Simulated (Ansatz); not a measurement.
Molecule: ReO2, net charge 0, quartet state. The spin state was set by rule; other spins were not relaxed. SMILES: [O]=[Re]=[O]
Geometry: optimised at B3LYP-D3(BJ)/def2-TZVP (Ansatz, a quantum-chemistry and plane-wave program).

Parts of the frozen-core correlation energy in def2-SVPD (Ansatz, hartree). Frozen orbitals: 6; correlated occupied orbitals by spin: 11 and 8; virtual: 64 and 67. Open shells are spin-unrestricted. No spin-orbit coupling. In def2 rows, elements after Kr have scalar-relativistic effective core potentials.

```csv
term,value
reference (HF),-227.10595
MP2 opposite-spin,…
MP2 same-spin,…
CCSD correlation,-0.57523
(T),…
T1 diagnostic,0.063
largest doubles amplitude,0.058
<S^2> of the reference,4.063
```

Fill in the missing entries.


- MP2 opposite-spin, value: -0.39274
- MP2 same-spin, value: -0.19478
- (T), value: -0.03517
